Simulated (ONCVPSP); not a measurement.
**Configuration tests for oxygen (O) (ONCV)**

ONCVPSP 4.0.1 input, shortened (lines: element, Z, core and valence counts, functional; n l f; lmax; l rc ep ncon nbas qcut; lloc lpopt rc5 dvloc0; l nproj debl; icmod fcfact rcfact), LDA (Perdew-Wang 92), non-relativistic:

```
  O 8.00    1    2  -001012      upf
    1    0    2.00
    2    0    2.00
    2    1    4.00
    1
    0    0.60    0.00    3    8   14.00
    1    1.60    0.00    4    7   10.00
    4    1    0.45    0.00
    0    2    1.80
    1    1    2.10
    0    0.00    0.00
```

Energies are relative to the spin-unpolarised reference configuration 2s2 2p4; without spin polarisation the order of configurations can differ from experiment.

Problem. Give the all-electron excitation energy and the error of the potential for: 2s2 2p3; 2s2 2p2; 2s2 2p1; 2s2 2p0.

Solution.

```json
{"valence configuration": "2s2 2p3", "charge": "+1", "ΔE all-electron (eV)": "16.593", "error AE − PS (meV)": "+19"}
{"valence configuration": "2s2 2p2", "charge": "+2", "ΔE all-electron (eV)": "50.313", "error AE − PS (meV)": "+187"}
{"valence configuration": "2s2 2p1", "charge": "+3", "ΔE all-electron (eV)": "104.287", "error AE − PS (meV)": "+825"}
{"valence configuration": "2s2 2p0", "charge": "+4", "ΔE all-electron (eV)": "181.249", "error AE − PS (meV)": "+2482"}
```

Note: ghosts flagged at negative energy: s at -389.2 eV; no localised positive-energy state flagged. A true bound ghost makes a file unfit for plane-wave use.
